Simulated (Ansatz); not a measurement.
Ansatz results at the PBE0-D4/def2-TZVP geometry: LUMO energy (PBE0/def2-TZVPP) -0.94 eV; HOMO energy (B3LYP/def2-TZVPP) -7.17 eV; size of the dipole moment (ωB97M-V/def2-TZVPP) 0.79 D.

Each molecule was computed in one conformer, which needn't be the lowest.

Problem. Which molecule gave them?
A. `C[CH]([AlH2])CN`
B. `O=C[SiH]1NCN1`
C. `[OH][GaH][SeH]`
D. `N[SiH2][AlH][SeH]`

Solution. C. The others give `O=C[SiH]1NCN1`: -1.51, -6.26, 2.46; `N[SiH2][AlH][SeH]`: -1.71, -6.48, 0.28; `C[CH]([AlH2])CN`: -1.37, -6.59, 1.29.

B3LYP here is the variant with VWN-RPA as its local correlation; programs differ in this.
